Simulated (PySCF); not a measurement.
SiFCl3.
InChI=1S/Cl3FSi/c1-5(2,3)4

Computed, not measured: PySCF, PBE0-D3(BJ)/def2-SVP geometry optimisation, gas phase.

Masses are those of the commonest isotopes; rigid-rotor values at the optimised geometry. 

**Question.** Give the principal moments of inertia and the rotational constants in MHz.

**Answer.** Ia = 276.34, Ib = 277.32, Ic = 388.11 u·Å²; 505379 MHz·u·Å²/I gives A = 1829, B = 1822, C = 1302 MHz.

**Question.** Classify the top.

**Answer.** An oblate symmetric top, as the point group C3v requires two equal moments; the computed ones differ by 0.35 % because the geometry is symmetric only within the optimiser's tolerance: κ = (2 × 1822 − 1829 − 1302)/(1829 − 1302) ≈ 0.98.

**Question.** What does the inertial defect say?

**Answer.** Not planar: Δ = Ic − Ia − Ib = -165.56 u·Å². For a rigid frame Δ = −2 Σ m c², so Σ m c² = 82.78 u·Å² lies off the ab plane. The atom farthest from that plane is 1.84 Å away.

**Question.** Give the other two planar moments, Paa and Pbb, and the rms extents of the mass along the axes.

**Answer.** Paa = Σ m a² = (Ib + Ic − Ia)/2 = 194.55 and Pbb = Σ m b² = (Ia + Ic − Ib)/2 = 193.57 u·Å². With the mass M = 151.88 u, the rms extents √(P/M) along a, b and c are 1.13, 1.13, 0.74 Å.

**Question.** Where do the R-branch lines fall?

**Answer.** The dipole of 0.58 D lies along the symmetry axis, so ΔK = 0 and J+1 ← J falls at 2B(J+1) for every K: 3.65 GHz, 7.30 GHz, 10.95 GHz, 14.60 GHz, 18.26 GHz for J = 0 to 4.

**Question.** Estimate the classical rotational partition function at 25 K, 200 K and 500 K.

**Answer.** Point group C3v, symmetry number σ = 3; q = (√π/σ)·√((kT/h)³/(ABC)), k/h = 20836.6 MHz/K: 3370 at 25 K, 76300 at 200 K, 302000 at 500 K.

Stationary, but not proved a minimum. Constants of a rigid frame at the computed geometry: no zero-point averaging, no centrifugal distortion.
